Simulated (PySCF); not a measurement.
Delta-SCF ions had no search for a lower state. Excitations are Tamm–Dancoff values on a coarser integration grid. The basis has no diffuse functions, so Rydberg states are missing or too high.

# C$_{4}$H$_{6}$BN, SMILES `B/C=C/CC#N` (charge 0, multiplicity 1)

Calculation: PySCF 2.14.0 with TPSSh-D3(BJ)/def2-TZVP // CAM-B3LYP-D3(BJ)/def2-TZVP.

The HOMO comes out as -8.14 eV and the dipole moment is 3.30 D. The HOMO–LUMO gap is 5.33 eV and the LUMO is -2.81 eV. The S1 excitation (TDA) comes out as 5.33 eV and the S1 oscillator strength comes out as 0.003. The brightest of the four lowest singlets (TDA) comes out as 5.73 eV and the T1 excitation (TDA) is 3.66 eV. The S1–T1 gap (TDA) comes out as 1.67 eV, the vertical ionisation energy (Delta-SCF) is 10.66 eV and the total energy is -235.6934 Ha. The cost comes out as about 15 core-minutes (a rough figure).

```xyz
12

B      2.4230     0.0677     0.0043
C      1.0120    -0.5256    -0.0629
C     -0.0477     0.1983     0.3001
C     -1.4641    -0.3010     0.3026
C     -2.3730     0.6108    -0.3852
N     -3.0747     1.3337    -0.9263
H      2.5570     1.1922     0.3767
H      3.3824    -0.5668    -0.3033
H      0.8362    -1.5426    -0.4052
H      0.0907     1.2208     0.6373
H     -1.5286    -1.2856    -0.1604
H     -1.8132    -0.4017     1.3346
```
